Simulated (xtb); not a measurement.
HgBr, SMILES [Br][Hg+], charge +1. All values are semi-empirical tight-binding results from xtb (GFN2-xTB unless named), good for trends rather than for accurate numbers. Coordinates come from a GFN2-xTB optimisation. The multiplicity is an assumed one; other spin states were not compared.

For metal compounds this method's bond lengths and energies can be far off.

Question: Estimate the properties. (An estimate is asked for; the answer gives what the named calculation found.)

Answer: 
```json
{
 "point_group_as_xtb_finds_it": "C∞v",
 "orbital_gap": "1.97 eV"
}
```
